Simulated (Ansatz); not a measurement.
```yaml
crystal:
  periodic: [false, false, false]
  atoms:
    - {symbol: F, position_ang: [-0.155454, -1.636150, -1.292145]}
    - {symbol: B, position_ang: [-0.614435, -0.498988, -0.760635]}
    - {symbol: Cl, position_ang: [-2.207367, 0.240836, -1.307683]}
    - {symbol: N, position_ang: [0.607285, 0.748775, -0.786975]}
    - {symbol: B, position_ang: [0.810904, 0.361359, 0.791376]}
    - {symbol: F, position_ang: [1.990071, -0.164334, 1.227857]}
    - {symbol: Cl, position_ang: [-0.009550, 2.084235, 1.553153]}
    - {symbol: N, position_ang: [-0.473334, -0.643907, 0.812704]}
    - {symbol: H, position_ang: [1.440868, 0.304844, -1.299828]}
    - {symbol: H, position_ang: [0.226757, 1.523951, -1.126853]}
    - {symbol: H, position_ang: [-1.373666, -0.432896, 1.345489]}
    - {symbol: H, position_ang: [-0.143514, -1.499144, 0.923360]}
basis:
  gaussian: {orbitals: x2c-TZVPPall, fitting: {mean_field: cc-pVTZ-jkfit}}
hamiltonian: {xc: {name: PBE0}}
output: {forces: true}
```

```sh
$ ansatz run in.yaml --threads 4 --pin off --events-out ev --progress --plain --max-ram 11315MiB
```

Output, abridged:

```
Functional definition: PBE0
836 factors; integrals over basis functions are off by at most 1.4e0 eV
mean field evaluation 1: about -34945.3998 eV, gradient 7.4e1 eV
mean field evaluation 2: about -34939.1925 eV, gradient 9.1e1 eV
mean field evaluation 4: about -34954.6565 eV, gradient 3.9e0 eV
mean field evaluation 8: about -34954.6826 eV, gradient 9.1e-2 eV
mean field evaluation 16: about -34954.6826 eV, gradient 2.5e-5 eV
mean field -34954.68262313 eV, -1284.5608932652 hartree, gradient 2.5e-5 eV, S^2 0.000000; 0 other end points of the search recorded, 0 dependent functions left out
reference -34954.68265679 eV, -1284.5608945020 hartree; 40, 40 occupied and 286, 286 virtual orbitals, 836 factors
Total energy: -34954.68265679 eV, -1284.5608945020 hartree
Relativity: scalar
Atom 0 at    -0.155454    -1.636150    -1.292145 Å, force     0.035640    -0.366259    -0.810250 eV/Å
Atom 1 at    -0.614435    -0.498988    -0.760635 Å, force     0.367167     2.031338     0.707445 eV/Å
Atom 2 at    -2.207367     0.240836    -1.307683 Å, force     0.549884    -0.514384     0.059015 eV/Å
Atom 3 at     0.607285     0.748775    -0.786975 Å, force     3.475392    -8.567415     1.775031 eV/Å
Atom 4 at     0.810904     0.361359     0.791376 Å, force    -2.442591     2.648613    -0.053985 eV/Å
Atom 5 at     1.990071    -0.164334     1.227857 Å, force    -1.382404     0.693611    -0.680016 eV/Å
Atom 6 at    -0.009550     2.084235     1.553153 Å, force     1.146781    -1.536347    -0.029339 eV/Å
Atom 7 at    -0.473334    -0.643907     0.812704 Å, force    -2.181462     5.186344    -0.460979 eV/Å
Atom 8 at     1.440868     0.304844    -1.299828 Å, force    -1.775468     1.595123     0.367105 eV/Å
Atom 9 at     0.226757     1.523951    -1.126853 Å, force    -1.266974     4.363475    -1.456734 eV/Å
Atom 10 at    -1.373666    -0.432896     1.345489 Å, force     2.170594    -0.288975    -0.717445 eV/Å
Atom 11 at    -0.143514    -1.499144     0.923360 Å, force     1.303441    -5.245125     1.300152 eV/Å
Dipole moment:     0.123539    -0.436503    -0.172091 e Å
```

Hardware: 4 threads of an Arm Neoverse V1 on a shared host. Wall time 7 s, peak host memory 0.76 GiB.
